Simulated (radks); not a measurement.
Values are calculated unless marked as measured or tabulated.
Task: Orbital eigenvalues (eV) of the dysprosium ion Dy+, [Xe] 4f10 6s1, of relativity; Dirac values are averaged over j with weights 2j + 1. Spin-unpolarised spherical Kohn-Sham, PBE, point nucleus unless stated (finite: rms radius 5.2218 fm), a radial shooting solver on a logarithmic mesh with Libxc functionals. A level marked "c x" has the speed of light scaled by that factor and shares open shells by 2j + 1; other Dirac levels either fill j = l - 1/2 first or share by 2j + 1.

shell       non-rel.
3s           -1784.5
3p           -1614.7
3d           -1298.4
4s           -348.70
4p           -281.44
4d           -161.04
5s           -48.205
5p           -30.624
4f           -13.169
6s           -8.2506
5d (empty)   -7.4488
6p (empty)   -5.4504

Give the values at the level "Dirac, c x 1.5".

Result: 
shell       Dirac, c x 1.5  change of magnitude (%)
3s                 -1869.7                    +4.77
3p                 -1646.6                    +1.97
3d                 -1293.4                    -0.39
4s                 -369.24                    +5.89
4p                 -288.80                    +2.62
4d                 -160.20                    -0.52
5s                 -51.011                    +5.82
5p                 -31.147                    +1.71
4f                 -11.491                   -12.74
6s                 -8.4796                    +2.78
5d (empty)         -7.1728                    -3.71
6p (empty)         -5.4416                    -0.16
